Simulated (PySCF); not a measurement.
Choosing a basis for TDDFT

Compound: isobutyl acetate, C6H12O2.
InChI=1S/C6H12O2/c1-5(2)4-8-6(3)7/h5H,4H2,1-3H3

TDDFT with PBE0 (PySCF), vertical singlets, core orbitals frozen in the response, spherical d and f functions. One conformer (not necessarily the lowest) at the PBE0-D3(BJ)/def2-SVP geometry, without solvent, vibrations or thermal averaging.

```tsv
basis	functions	diffuse	S1 (eV)	S2 (eV)	S3 (eV)	S4 (eV)	S5 (eV)	LUMO (eV)	α (au)
6-31G*	136	no	5.94	7.92	8.38	8.88	9.31	0.72	68.5
6-31+G*	168	yes	5.95	7.29	7.66	7.80	7.87	0.27	76.6
def2-SVP	172	no	5.94	7.90	8.33	8.53	8.80	0.53	70.5
aug-cc-pVDZ	292	yes	5.91	6.92	7.34	7.44	7.54	-0.10	82.9
```

Q: Compare the sets with the largest diffuse one.

A: States are compared by their number. Against the largest diffuse basis here (aug-cc-pVDZ, itself not a converged limit), sets without diffuse functions differ by up to 0.03 eV in S1 and 1.77 eV in S5; the smaller diffuse sets differ by up to 0.04 and 0.32 eV. State by state, the largest deviation of a set without diffuse functions is S1 0.03, S2 1.00, S3 1.04, S4 1.44, S5 1.77 eV. The same number needn't mean the same state in each row. Against aug-cc-pVDZ the polarisability deviates by -17% in 6-31G*, -8% in 6-31+G*, -15% in def2-SVP. A single + in a Pople set puts diffuse functions on heavy atoms only.
